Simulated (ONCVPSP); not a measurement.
# Scattering properties, ONCV potential for Pt (Z = 78)

| Item | Value |
| --- | --- |
| Element | platinum |
| Generator | ONCVPSP 4.0.1 |
| Type | optimised norm-conserving Vanderbilt (ONCV) |
| Functional | PBE |
| Relativity | scalar-relativistic |
| Frozen core | [Xe] 4f14 |
| Valence charge | 10 |
| Reference configuration | 5d9 6p1 |
| Partial waves | s scattering state at 0.25 Ha: rc 2.85 bohr, ncon 4, nbas 7, qcut 2.8 1/bohr, 2 projectors, debl 1.9 Ha; 6p: rc 2.65 bohr, ncon 4, nbas 7, qcut 3.8 1/bohr, 2 projectors, debl 3 Ha; 5d: rc 1.75 bohr, ncon 5, nbas 9, qcut 9.3 1/bohr, 2 projectors, debl 2.2 Ha |
| Local potential | polynomial inside 1.10 bohr (lpopt 5, dvloc0 3 Ha) |
| Core correction | none |

In the s channel the program set the typed energies aside and used 0.050, 1.950 Ha.

The phase is arctan(r·R′/R) of the radial function R(r), unwrapped; energies in Ha, scanned from -2 to 5 Ha. A pole is an energy at which the radial function vanishes at the test radius. The pseudo phase is shifted by a multiple of π to meet the all-electron one at the reference energy, and phase errors are pseudo minus all-electron; the curves can meet again beyond the range given. Levels narrower than the energy grid can be missing from the lists of poles. n/a: not evaluated, since a narrow level or a reset projector energy made the automatic matching unsafe.

```tsv
channel	radius (bohr)	reference energy (Ha)	poles, all-electron	poles, pseudo	unbroken range about the reference energy with phases within 0.05 rad	phase error 1 Ha above the reference energy (rad)
s	2.88	0.05	0.38, 3.95	0.38, 3.46, 4.58	below 3.5	-0.001
p	2.68	-0.07	1.43	1.41, 4.99	n/a	n/a
d	1.78	-0.30	0.84	0.84	the whole range	-0.000
```

Note: ghosts flagged at negative energy: s at -159.2 eV, p at -41.8 eV (a further GHOST(-) flag falls on a real empty level of the atom); GHOST(+) flagged for s at 97.3 eV. A true bound ghost makes a file unfit for plane-wave use.

Phases in the d channel:

```json
{"E (Ha)": "-1.98", "all-electron": "1.047", "pseudo": "1.047"}
{"E (Ha)": "-1.80", "all-electron": "0.983", "pseudo": "0.983"}
{"E (Ha)": "-1.62", "all-electron": "0.896", "pseudo": "0.896"}
{"E (Ha)": "-1.44", "all-electron": "0.773", "pseudo": "0.773"}
{"E (Ha)": "-1.26", "all-electron": "0.592", "pseudo": "0.592"}
{"E (Ha)": "-1.08", "all-electron": "0.319", "pseudo": "0.319"}
{"E (Ha)": "-0.90", "all-electron": "-0.060", "pseudo": "-0.060"}
{"E (Ha)": "-0.72", "all-electron": "-0.477", "pseudo": "-0.477"}
{"E (Ha)": "-0.54", "all-electron": "-0.815", "pseudo": "-0.815"}
{"E (Ha)": "-0.36", "all-electron": "-1.048", "pseudo": "-1.048"}
{"E (Ha)": "-0.18", "all-electron": "-1.205", "pseudo": "-1.205"}
{"E (Ha)": "0.00", "all-electron": "-1.313", "pseudo": "-1.313"}
{"E (Ha)": "0.18", "all-electron": "-1.393", "pseudo": "-1.393"}
{"E (Ha)": "0.36", "all-electron": "-1.454", "pseudo": "-1.454"}
{"E (Ha)": "0.54", "all-electron": "-1.504", "pseudo": "-1.504"}
{"E (Ha)": "0.72", "all-electron": "-1.545", "pseudo": "-1.545"}
{"E (Ha)": "0.90", "all-electron": "-1.581", "pseudo": "-1.581"}
{"E (Ha)": "1.08", "all-electron": "-1.614", "pseudo": "-1.614"}
{"E (Ha)": "1.26", "all-electron": "-1.645", "pseudo": "-1.645"}
{"E (Ha)": "1.44", "all-electron": "-1.674", "pseudo": "-1.674"}
{"E (Ha)": "1.62", "all-electron": "-1.703", "pseudo": "-1.703"}
{"E (Ha)": "1.80", "all-electron": "-1.733", "pseudo": "-1.733"}
{"E (Ha)": "1.98", "all-electron": "-1.765", "pseudo": "-1.765"}
{"E (Ha)": "2.16", "all-electron": "-1.800", "pseudo": "-1.800"}
{"E (Ha)": "2.34", "all-electron": "-1.839", "pseudo": "-1.839"}
{"E (Ha)": "2.52", "all-electron": "-1.885", "pseudo": "-1.885"}
{"E (Ha)": "2.70", "all-electron": "-1.939", "pseudo": "-1.939"}
{"E (Ha)": "2.88", "all-electron": "-2.007", "pseudo": "-2.008"}
{"E (Ha)": "3.06", "all-electron": "-2.096", "pseudo": "-2.096"}
{"E (Ha)": "3.24", "all-electron": "-2.215", "pseudo": "-2.215"}
{"E (Ha)": "3.42", "all-electron": "-2.380", "pseudo": "-2.382"}
{"E (Ha)": "3.60", "all-electron": "-2.614", "pseudo": "-2.617"}
{"E (Ha)": "3.78", "all-electron": "-2.928", "pseudo": "-2.933"}
{"E (Ha)": "3.96", "all-electron": "-3.290", "pseudo": "-3.296"}
{"E (Ha)": "4.14", "all-electron": "-3.619", "pseudo": "-3.626"}
{"E (Ha)": "4.32", "all-electron": "-3.870", "pseudo": "-3.876"}
{"E (Ha)": "4.50", "all-electron": "-4.048", "pseudo": "-4.053"}
{"E (Ha)": "4.68", "all-electron": "-4.174", "pseudo": "-4.178"}
{"E (Ha)": "4.86", "all-electron": "-4.266", "pseudo": "-4.270"}
```
